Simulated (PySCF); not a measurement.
# Two-component Hartree-Fock for Gd⁶²⁺ (gadolinium, charge +62)

Start: 1s2. Calculated with PySCF 2.14 in an even-tempered Gaussian basis (15 s from 180 bohr⁻², ratio 2.4; 11 p from 230 bohr⁻², ratio 2.4; 3 d from 730 bohr⁻², ratio 2.6; 3 f from 1100 bohr⁻², ratio 2.6): generalised Hartree-Fock with the X2C-1e Hamiltonian and a Gaussian nucleus; one run each with spin-orbit coupling (SO) switched off, then screened by Boettger's factors.

```tsv
spinor shell	electrons	ε, spin-free (eV)	ε, screened SO (eV)	weight of nominal j (screened SO)	rms radius, screened SO (bohr)
1s1/2	2	-57908.7	-57908.7	1.000	0.0247
```

```tsv
quantity	spin-free	screened SO
E (hartree)	-4301.47462	-4301.47462
M_J	0	0
⟨J²⟩	0.000	0.000
⟨L²⟩	0.000	0.000
⟨S²⟩	0.000	0.000
```

Breit and QED terms are absent; they matter most for the inner s and p1/2 levels.

Densities and radii are taken from the X2C orbitals without a picture-change correction, which distorts them close to the nucleus.

Without spin-orbit coupling the j labels of p, d and f shells carry no meaning; the spin-free column gives the mean over the occupied spinors of each nl shell.
